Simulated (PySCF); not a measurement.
C₅H₁₅NSi₂.
SMILES with atom numbers: `[CH3:1][SiH2:2]/[CH:3]=[CH:4]\[SiH2:5][N:6]([CH3:7])[CH3:8]` (hydrogens: H9, H10, H11 on C1; H12, H13 on Si2; H14 on C3; H15 on C4; H16, H17 on Si5; H18, H19, H20 on C7; H21, H22, H23 on C8)

Structure used (PBE0-D3(BJ)/def2-SVP), in Å, numbered top down from 1:
```xyz
23
C5H15NSi2 angstrom
C      1.8845    0.5572   -1.6638
Si     2.1231   -0.2561    0.0131
C      1.2340   -1.9122    0.1608
C      0.0418   -2.1412    0.7439
Si    -1.0438   -0.7802    1.4469
N     -1.1631    0.4978    0.2646
C     -1.2236    1.8872    0.6415
C     -1.7886    0.2036   -1.0011
H      0.8338    0.8487   -1.8000
H      2.5125    1.4572   -1.7494
H      2.1622   -0.1317   -2.4760
H      3.5821   -0.5541    0.1938
H      1.7190    0.6640    1.1197
H      1.7781   -2.7797   -0.2445
H     -0.3242   -3.1775    0.7918
H     -0.4752   -0.1652    2.6839
H     -2.3695   -1.3965    1.7977
H     -0.6838    2.0543    1.5853
H     -0.7441    2.5188   -0.1294
H     -2.2601    2.2609    0.7723
H     -1.3649    0.8313   -1.8067
H     -1.6142   -0.8468   -1.2828
H     -2.8845    0.3780   -0.9956
```

Computed with PySCF at PBE0/pcSseg-1, non-relativistic, on one gas-phase PBE0-D3(BJ)/def2-SVP geometry that isn't relaxed in the solvent. The solvent is an IEF-PCM continuum (van der Waals radii × 1.2). Only the electrostatic response of the medium enters.

Gas phase at PBE0/pcSseg-1: HOMO -6.38 eV, LUMO -1.00 eV, dipole 1.32 D.

What does the continuum do to the energy, the frontier levels and the dipole at PBE0/pcSseg-1 in chloroform?

```tsv
solvent	ε	E(solvent) − E(gas) (kcal/mol)	polarisation term (kcal/mol)	distortion of the solute (kcal/mol)	HOMO (eV)	LUMO (eV)	dipole (D)
chloroform	4.711	-1.26	-1.35	0.09	-6.25	-0.96	1.63
```

The polarisation term is half the interaction of the solute with the surface charges that it induces; the rest is the cost of distorting the solute's density. The sum is the electrostatic part of solvation alone.

Which radius a makes the point-dipole formula ΔE = −[(ε − 1)/(2ε + 1)]·μ²/a³ give the value in chloroform, with the gas-phase dipole?

μ = 0.521 au and |ΔE| = 0.00201 Eh give a = 1.92 Å; the farthest nucleus lies 3.64 Å from the centroid of the nuclei, so such a sphere wouldn't even hold the nuclei. The formula assumes a rigid point dipole at the centre of a sphere.

Give the dipole vector in the frame of the coordinates (D, pointing from negative to positive charge), gas and chloroform.

Gas (-0.66, 0.32, -1.10), solvent (-0.78, 0.38, -1.38). Its length changes by +23 % and its direction by 1°.

Which Mulliken charges (PBE0/pcSseg-1) respond most in chloroform (means over atoms taken as equivalent)?

```
  atoms       environment  gas (e)  solvent (e)  change
     C1  Si-methyl carbon   -0.639       -0.650  -0.011
H12/H13     Si–H hydrogen   -0.095       -0.106  -0.011
    H14  vinylic hydrogen   +0.131       +0.141  +0.010
     C3  alkene CH carbon   -0.412       -0.422  -0.010
    Si5      SiH2 silicon   +0.757       +0.767  +0.010
H16/H17     Si–H hydrogen   -0.091       -0.100  -0.009
```

How do the nuclear quadrupole coupling constants eQVzz/h respond in chloroform?

```tsv
nucleus	Q (barn)	gas (MHz)	solvent (MHz)	η gas	η solvent
14N at N6	0.02044	-5.35	-5.31	0.36	0.35
```

The run took 44 s of wall time on one thread of an Intel Xeon 6975P-C, on a shared host, and the process peaked at 1.3 GiB of memory. This is the whole shielding run at PBE0/pcSseg-1 in chloroform, SCF included.
